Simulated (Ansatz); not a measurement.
Ansatz (a program for electronic structure) input for Ge(F)2(Br)(OH) (BrF2GeHO), SMILES [OH][Ge]([F])([F])[Br], PBE-D3(BJ)/def2-SVP. 

Ansatz 0.2 input:
```yaml
crystal:
  periodic: [false, false, false]
  atoms:
    - {symbol: O, position_ang: [1.63511290, -1.25554433, -0.00000002]}
    - {symbol: Ge, position_ang: [0.00538492, -0.65016890, -0.00000000]}
    - {symbol: F, position_ang: [-0.85670336, -1.26323334, 1.35401522]}
    - {symbol: F, position_ang: [-0.85670339, -1.26323335, -1.35401519]}
    - {symbol: Br, position_ang: [0.01399465, 1.59452831, -0.00000000]}
    - {symbol: H, position_ang: [1.67762749, -2.22053102, -0.00000002]}
basis:
  gaussian:
    orbitals: def2-SVP
hamiltonian:
  xc: pbe
  dispersion: d3bj
relax: {f_tol: 0.002, max_steps: 200}
```

Log of the run:

```
WARN ansatz: RAYON_NUM_THREADS=1 ignored (pool sized by the plan → 1); use --threads N
Functional definition: PBE
integrals: 0.06 GiB planned
1193 factors; their error is unknown
mean field: 0.31 GiB planned
mean field evaluation 1: about -134009.4765 eV, gradient 7.2e1 eV
mean field evaluation 2: about -133970.2221 eV, gradient 1.6e2 eV
mean field evaluation 4: about -134017.3298 eV, gradient 1.5e1 eV
mean field evaluation 8: about -134017.7087 eV, gradient 1.9e-1 eV
mean field evaluation 16: about -134017.6007 eV, gradient 7.8e-5 eV
mean field -134017.60069394 eV, -4925.0559851097 hartree, gradient 8.0e-6 eV, S^2 0.000000; 0 other end points of the search recorded, 0 dependent functions left out
the calculation of the forces begins
reference -134017.60072341 eV, -4925.0559861929 hartree; 47, 47 occupied and 64, 64 virtual orbitals, 1193 factors
relax step   1: F+E_penalty+E_count = -134017.71956146 eV  Δ(F+E_penalty+E_count) = +0.000e0 eV  max|allowed force component| = 6.836e-1 eV/Å  Δτ_max = 0.0000 Å  (29 SCF iters, accepted)
these checks for a lower state are left out or cut short: starts, cluster_reference, orbital_swaps, neighbouring_geometries, increment
integrals: 0.06 GiB planned
1193 factors; their error is unknown
mean field: 0.31 GiB planned
mean field -134017.62816275 eV, -4925.0569945700 hartree, gradient 3.6e-5 eV, S^2 0.000000; 0 other end points of the search recorded, 0 dependent functions left out
the calculation of the forces begins
reference -134017.62819224 eV, -4925.0569956537 hartree; 47, 47 occupied and 64, 64 virtual orbitals, 1193 factors
relax step   2: F+E_penalty+E_count = -134017.74621793 eV  Δ(F+E_penalty+E_count) = -2.666e-2 eV  max|allowed force component| = 3.647e-1 eV/Å  Δτ_max = 0.0229 Å  (28 SCF iters, accepted)
these checks for a lower state are left out or cut short: starts, cluster_reference, orbital_swaps, neighbouring_geometries, increment
integrals: 0.06 GiB planned
1193 factors; their error is unknown
mean field: 0.31 GiB planned
mean field -134017.63423377 eV, -4925.0572176760 hartree, gradient 3.8e-5 eV, S^2 0.000000; 0 other end points of the search recorded, 0 dependent functions left out
the calculation of the forces begins
reference -134017.63426321 eV, -4925.0572187578 hartree; 47, 47 occupied and 64, 64 virtual orbitals, 1193 factors
relax step   3: F+E_penalty+E_count = -134017.75203289 eV  Δ(F+E_penalty+E_count) = -5.815e-3 eV  max|allowed force component| = 7.919e-2 eV/Å  Δτ_max = 0.0125 Å  (28 SCF iters, accepted)
these checks for a lower state are left out or cut short: starts, cluster_reference, orbital_swaps, neighbouring_geometries, increment
integrals: 0.06 GiB planned
1193 factors; their error is unknown
mean field: 0.31 GiB planned
mean field evaluation 32: about -134017.7419 eV, gradient 5.6e-1 eV
mean field -134017.63478863 eV, -4925.0572380667 hartree, gradient 4.0e-5 eV, S^2 0.000000; 0 other end points of the search recorded, 0 dependent functions left out
the calculation of the forces begins
reference -134017.63481805 eV, -4925.0572391479 hartree; 47, 47 occupied and 64, 64 virtual orbitals, 1193 factors
relax step   4: F+E_penalty+E_count = -134017.75256446 eV  Δ(F+E_penalty+E_count) = -5.316e-4 eV  max|allowed force component| = 3.629e-2 eV/Å  Δτ_max = 0.0087 Å  (28 SCF iters, accepted)
these checks for a lower state are left out or cut short: starts, cluster_reference, orbital_swaps, neighbouring_geometries, increment
integrals: 0.06 GiB planned
1193 factors; their error is unknown
mean field: 0.31 GiB planned
mean field -134017.63502092 eV, -4925.0572466030 hartree, gradient 4.5e-5 eV, S^2 0.000000; 0 other end points of the search recorded, 0 dependent functions left out
the calculation of the forces begins
reference -134017.63505031 eV, -4925.0572476833 hartree; 47, 47 occupied and 64, 64 virtual orbitals, 1193 factors
relax step   5: F+E_penalty+E_count = -134017.75283540 eV  Δ(F+E_penalty+E_count) = -2.709e-4 eV  max|allowed force component| = 1.992e-2 eV/Å  Δτ_max = 0.0092 Å  (28 SCF iters, accepted)
these checks for a lower state are left out or cut short: starts, cluster_reference, orbital_swaps, neighbouring_geometries, increment
integrals: 0.06 GiB planned
1193 factors; their error is unknown
mean field: 0.31 GiB planned
mean field -134017.63502533 eV, -4925.0572467654 hartree, gradient 8.4e-5 eV, S^2 0.000000; 0 other end points of the search recorded, 0 dependent functions left out
the calculation of the forces begins
reference -134017.63505473 eV, -4925.0572478455 hartree; 47, 47 occupied and 64, 64 virtual orbitals, 1193 factors
relax step   6: F+E_penalty+E_count = -134017.75285793 eV  Δ(F+E_penalty+E_count) = -2.254e-5 eV  max|allowed force component| = 3.212e-3 eV/Å  Δτ_max = 0.0023 Å  (21 SCF iters, accepted)
these checks for a lower state are left out or cut short: starts, cluster_reference, orbital_swaps, neighbouring_geometries, increment
integrals: 0.06 GiB planned
1193 factors; their error is unknown
mean field: 0.31 GiB planned
mean field -134017.63502458 eV, -4925.0572467377 hartree, gradient 2.6e-5 eV, S^2 0.000000; 0 other end points of the search recorded, 0 dependent functions left out
the calculation of the forces begins
reference -134017.63505397 eV, -4925.0572478178 hartree; 47, 47 occupied and 64, 64 virtual orbitals, 1193 factors
relax step   7: F+E_penalty+E_count = -134017.75285805 eV  Δ(F+E_penalty+E_count) = -1.167e-7 eV  max|allowed force component| = 3.627e-3 eV/Å  Δτ_max = 0.0004 Å  (20 SCF iters, accepted)
these checks for a lower state are left out or cut short: starts, cluster_reference, orbital_swaps, neighbouring_geometries, increment
integrals: 0.06 GiB planned
1193 factors; their error is unknown
mean field: 0.31 GiB planned
mean field -134017.63502503 eV, -4925.0572467542 hartree, gradient 1.2e-5 eV, S^2 0.000000; 0 other end points of the search recorded, 0 dependent functions left out
the calculation of the forces begins
reference -134017.63505442 eV, -4925.0572478343 hartree; 47, 47 occupied and 64, 64 virtual orbitals, 1193 factors
relax step   8: F+E_penalty+E_count = -134017.75285848 eV  Δ(F+E_penalty+E_count) = -4.311e-7 eV  max|allowed force component| = 1.335e-4 eV/Å  Δτ_max = 0.0002 Å  (20 SCF iters, accepted)
integrals: 0.06 GiB planned
1193 factors; their error is unknown
mean field: 0.31 GiB planned
mean field evaluation 64: about -134017.2857 eV, gradient 1.7e1 eV
mean field -134017.63502503 eV, -4925.0572467542 hartree, gradient 1.2e-5 eV, S^2 0.000000; 1 other end points of the search recorded, 0 dependent functions left out
the calculation of the forces begins
reference -134017.63505442 eV, -4925.0572478343 hartree; 47, 47 occupied and 64, 64 virtual orbitals, 1193 factors
Total energy: -134017.75288787 eV, -4925.0615781338 hartree
Atom 0 at     1.662736    -1.249730    -0.000000 Å, force    -0.000037     0.000134     0.000000 eV/Å
Atom 1 at     0.003507    -0.650717     0.000000 Å, force     0.000097    -0.000023    -0.000000 eV/Å
Atom 2 at    -0.867522    -1.274020     1.371702 Å, force    -0.000023     0.000023     0.000034 eV/Å
Atom 3 at    -0.867522    -1.274020    -1.371702 Å, force    -0.000023     0.000023    -0.000034 eV/Å
Atom 4 at     0.017303     1.618291    -0.000000 Å, force    -0.000009    -0.000072     0.000000 eV/Å
Atom 5 at     1.670210    -2.227987    -0.000000 Å, force    -0.000006    -0.000084     0.000000 eV/Å
Dipole moment:     0.220686    -0.113083    -0.000000 e Å
```

Self-consistency was reached.
